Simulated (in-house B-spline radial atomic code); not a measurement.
## Ho3+: [Kr] 4d10 4f11 5s2 (5p1/2)2 (5p3/2)3 (with a hole in an inner shell)

Computed with an all-electron radial atomic-structure program (B-spline basis): Dirac-Hartree-Fock, average of the jj configuration, Fermi nucleus of rms radius 5.2022 fm.

Z_r = [3n² - l(l+1)]/(2<r>); Z_e = n√(-2ε); the last column is Slater's effective charge. Values are occupation-weighted means over j. An effective charge above Z reflects the relativistic contraction of the inner shells.

```
shell  electrons   ε (eV)  <r> (bohr)    Z_r    Z_e  Slater
   1s          2   -55980     0.02074  72.34  64.14   66.70
   2s          2  -9510.2     0.08746  68.60  52.88   62.85
   2p          6  -8458.4     0.07774  64.32  49.87   62.85
   3s          2  -2199.1      0.2287  59.03  38.14   55.75
   3p          6  -1867.8      0.2277  54.91  35.15   55.75
   3d         10  -1429.3      0.2077  50.55  30.75   45.85
   4s          2  -482.64      0.5196  46.19  23.82   39.25
   4p          6  -370.46      0.5502  41.80  20.87   39.25
   4d         10  -212.09      0.5991  35.05  15.79   27.85
   5s          2  -88.128       1.286  29.15  12.73   12.25
   5p          5  -60.035       1.481  24.65  10.50   12.25
   4f         11  -41.676      0.7939  22.67   7.00   17.50
```

The least bound orbital is 4f7/2 at -41.18 eV, while the most diffuse is 5p3/2 (<r> = 1.516 bohr against 0.7987 bohr): energy order and size order differ.

For the 1s electron the small component carries 6.27 % of the norm, the zero-frequency Breit interaction raises the level by 175.2 eV, self-energy by 106.2 eV, and vacuum polarisation lowers it by 18.1 eV.
